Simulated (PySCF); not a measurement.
CrO₂Cl, SMILES [O]=[Cr+](=[O])[Cl], charge +1, multiplicity 1. Atoms are numbered in the order given.

```xyz
4

Cr     0.4259     0.2908     0.0000
O      1.0701    -0.3312     1.2333
O      1.0701    -0.3312    -1.2333
Cl    -1.6085    -0.0987     0.0000
```
Charge +1, spin multiplicity 1.

Coordinates come from a B3LYP-D3(BJ)/def2-SVP optimisation. The spin state was assumed, not searched. The isomer is the one that the SMILES or the coordinates give; other isomers of the formula were not compared.

Level of theory: ωB97X/def2-TZVPD in PySCF.

Symmetry labels are those of the subgroup Cs that the program uses (full group Cs).

Computed valence orbital energies around the gap with their symmetry:
```tsv
orbital	symmetry	energy (eV)
HOMO−7	A"	-22.91
HOMO−6	A"	-22.34
HOMO−5	A'	-21.89
HOMO−4	A'	-21.62
HOMO−3	A'	-20.03
HOMO−2	A"	-19.55
HOMO−1	A'	-18.70
HOMO	A"	-18.30
LUMO	A'	-9.90
LUMO+1	A'	-9.44
LUMO+2	A"	-8.66
LUMO+3	A'	-7.33
```
